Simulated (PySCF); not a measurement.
Input for PySCF:
```python
from pyscf import gto, scf

mol = gto.Mole()
mol.atom = '''
    F    -1.817098   -0.890598    0.073257
    As    0.133596   -0.307540    0.032107
    F     1.895964    0.709046   -0.054303
    F    -0.568718    1.309198   -0.136682
'''
mol.basis = 'def2-svpd'
mol.charge = -1
mol.spin = 1
mol.verbose = 4
mol.build()

mf = scf.UHF(mol)
mf = mf.density_fit(auxbasis='def2-universal-jkfit')
mf.kernel()
```

Question: Give the nuclear repulsion energy at the level DF-HF/def2-SVPD (PySCF).

Answer: 287.4873 Eh

Question: Give the number of basis functions at the level DF-HF/def2-SVPD.

Answer: 107

Question: What is the computed HOMO energy (DF-HF/def2-SVPD)?

Answer: -4.63 eV

Question: What total energy does DF-HF/def2-SVPD give?

Answer: -2532.0831 Eh

Question: Estimate the <S^2> that DF-HF/def2-SVPD returns for this input.

Answer: 0.774

Question: Predict the Mulliken (on the basis functions themselves) charges in atom order from DF-HF/def2-SVPD.

Answer: F1 -0.83, As2 1.40, F3 -0.83, F4 -0.74

These values belong to the state on which the SCF converged, which isn't shown to be the lowest.
